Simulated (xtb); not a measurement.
xtb input (GFN2-xTB):

```bash
xtb mol.xyz --gfn 2 --ohess tight --chrg 0 --uhf 0
```
mol.xyz:
```
6

B      0.58434529     0.01740080    -0.07131583
Cl     0.92012482     1.85123904    -0.04089644
Cl     1.92771103    -1.24186945    -0.21636568
N     -0.87808785    -0.44707313     0.03772242
H     -1.38461097     0.00153575    -0.67845160
H     -1.24122252    -0.08226696     0.98774485
```

End of the output:

```
   ------------------------------------------------------------------------

         :::::::::::::::::::::::::::::::::::::::::::::::::::::
         ::                  THERMODYNAMIC                  ::
         :::::::::::::::::::::::::::::::::::::::::::::::::::::
         :: total free energy         -14.364274213118 Eh   ::
         ::.................................................::
         :: total energy              -14.368075869620 Eh   ::
         :: zero point energy           0.031779698858 Eh   ::
         :: G(RRHO) w/o ZPVE           -0.027978042355 Eh   ::
         :: G(RRHO) contrib.            0.003801656503 Eh   ::
         :::::::::::::::::::::::::::::::::::::::::::::::::::::

optimized geometry written to: xtbopt.xyz

           -------------------------------------------------
          | TOTAL ENERGY              -14.368075869620 Eh   |
          | TOTAL ENTHALPY            -14.330466651269 Eh   |
          | TOTAL FREE ENERGY         -14.364274213118 Eh   |
          | GRADIENT NORM               0.000058291148 Eh/α |
          | HOMO-LUMO GAP               5.625969541713 eV   |
           -------------------------------------------------
Note: The following floating-point exceptions are signalling: IEEE_UNDERFLOW_FLAG IEEE_DENORMAL
normal termination of xtb

------------------------------------------------------------------------
------------------------------------------------------------------------
 total:
 SCF:
 ANC optimizer:
 analytical hessian:
```
